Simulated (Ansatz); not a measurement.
Geometry optimisation, RKS PBE-D4/6-31G* (Ansatz).

Input file:

```yaml
crystal:
  periodic: [false, false, false]
  atoms:
    - { symbol: B, position_ang: [-0.114877, 0.458999, -0.566927] }
    - { symbol: "N", position_ang: [-0.065317, 0.084529, 2.144539] }
    - { symbol: H, position_ang: [-0.861137, -0.230092, 2.707167] }
    - { symbol: H, position_ang: [0.778082, 0.030829, 2.723412] }
    - { symbol: Cl, position_ang: [1.481118, -0.024539, -1.130347] }
    - { symbol: Cl, position_ang: [-1.547453, -0.416684, -1.098687] }
    - { symbol: H, position_ang: [-0.24019, 1.468372, 0.058176] }
    - { symbol: H, position_ang: [-0.220625, 1.082386, 1.893066] }
basis:
  gaussian: { orbitals: "6-31G*" }
hamiltonian:
  xc: pbe
  dispersion: d4
relax:
  f_tol: 0.03
  max_steps: 50
output:
  orbitals: {}
```

Launched with:

```bash
$ ansatz run input.yaml --threads 1 --pin off --max-ram 2048MiB --backend cpu --events-out ev --progress --plain --runs-dir out
```

Q: Where does it end, and by what steps?

A: It converged. After 12 steps the energy has fallen by 1.252 eV; H3 moved furthest, 1.13 Å. Joined: B1–N2 (2.74 → 1.64 Å).

| step | energy less start (eV) | largest force component (eV/Å) | accepted |
| --- | --- | --- | --- |
| 0 | 0.0000 | 0.644 | yes |
| 1 | -0.0925 | 1.087 | yes |
| 2 | -0.2602 | 1.822 | yes |
| 3 | -0.5383 | 1.625 | yes |
| 4 | -0.9323 | 1.470 | yes |
| 5 | -1.0373 | 2.283 | yes |
| 6 | -1.0587 | 1.000 | yes |
| 7 | -1.1816 | 0.354 | yes |
| 8 | -1.2268 | 0.178 | yes |
| 9 | -1.2492 | 0.068 | yes |
| 10 | -1.2464 | 0.205 | no |
| 11 | -1.2509 | 0.030 | yes |
| 12 | -1.2515 | 0.024 | yes |

```xyz
8
Properties=species:S:1:pos:R:3
B -0.093 0.488 0.060
N -0.081 0.284 1.686
H -0.228 -0.712 1.911
H 0.823 0.573 2.084
Cl 1.321 -0.554 -0.529
Cl -1.766 -0.118 -0.454
H 0.068 1.665 -0.156
H -0.835 0.828 2.128
```

Time of the run: 24 s on 1 thread of Intel(R) Xeon(R) Platinum 8488C (Sapphire Rapids) (shared host), peak memory 0.14 GiB.
